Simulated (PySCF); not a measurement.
A side-by-side comparison of computed properties.

First species: C₇H₁₆Ge.
Cartesian coordinates in Å at the PBE0-D3(BJ)/def2-SVP level; atoms count from 1:
```
atom  x, y, z in Å
C1    -2.4890    1.0766   -0.0113
C2    -1.6139   -0.0613    0.4910
C3    -0.1203    0.2223    0.3995
C4     0.4170    0.4076   -1.0393
C5     1.7711   -0.3301   -1.1036
C6     2.1353   -0.6502    0.3559
Ge7    3.1542    0.8079    1.2042
C8     0.7635   -0.8785    0.9945
H9    -3.5588    0.8387    0.0903
H10   -2.2989    2.0032    0.5544
H11   -2.2988    1.2960   -1.0737
H12   -1.8709   -0.2853    1.5411
H13   -1.8342   -0.9834   -0.0776
H14    0.0769    1.1520    0.9642
H15    0.5193    1.4738   -1.2911
H16   -0.2874   -0.0150   -1.7743
H17    2.5450    0.2436   -1.6379
H18    1.6545   -1.2765   -1.6578
H19    2.7772   -1.5428    0.4296
H20    2.5065    2.1806    0.9255
H21    3.2259    0.6031    2.7319
H22    4.5874    0.8368    0.6346
H23    0.3770   -1.8668    0.6818
H24    0.7692   -0.8720    2.0964
```

Second species: C7H16Ge.
SMILES: `[C@@H]1([GeH3])C[C@H](CC)CC1`

Levels: PBE0/def2-SVPD for HOMO energy, LUMO energy, HOMO–LUMO gap and static isotropic polarisability; TDDFT PBE0/def2-SVPD for lowest singlet excitation; TDA PBE0/def2-SVPD for lowest triplet excitation (Tamm–Dancoff); ΔSCF PBE0/def2-SVPD for vertical ionisation energy. Geometries: PBE0-D3(BJ)/def2-SVP. Each structure is a single optimised conformer of the isolated species, non-relativistic unless stated; the electronic structure was computed with PySCF and density fitting.

Which of the two has the higher static isotropic polarisability, and by how much?

The second: 115.0 au against 113.4 au, a difference of 1.6 au.

Which of the two has the higher vertical ionisation energy, and by how much?

The second: 9.70 eV against 9.62 eV, a difference of 0.08 eV.

Which has the higher HOMO energy?

The first: -7.83 eV against -8.01 eV, a difference of 0.18 eV.

Which has the higher S1 energy?

The second: 7.34 eV against 7.12 eV, a difference of 0.22 eV.

Which of the two has the higher T1 energy, and by how much?

The second: 7.08 eV against 6.88 eV, a difference of 0.20 eV.

Which has the higher HOMO–LUMO gap?

The second: 8.44 eV against 8.21 eV, a difference of 0.23 eV.

On the first: S1 lies 1.09 eV below the HOMO–LUMO gap; its leading configuration is HOMO→LUMO, weight 0.96. The vertical singlet–triplet gap S1 − T1 is 0.24 eV (TDDFT singlet less Tamm–Dancoff triplet; S1: HOMO→LUMO, weight 0.96; T1: HOMO→LUMO, weight 0.71). Relativistic effects, spin–orbit coupling among them, are left out although an element past zinc is present.

On the second: The ΔSCF ionisation energy exceeds −ε(HOMO) by 1.69 eV with PBE0. The principal polarisabilities are 97.6, 106.6 and 141.0 au; their mean is the isotropic value. Relativistic effects, spin–orbit coupling among them, are left out although an element past zinc is present.
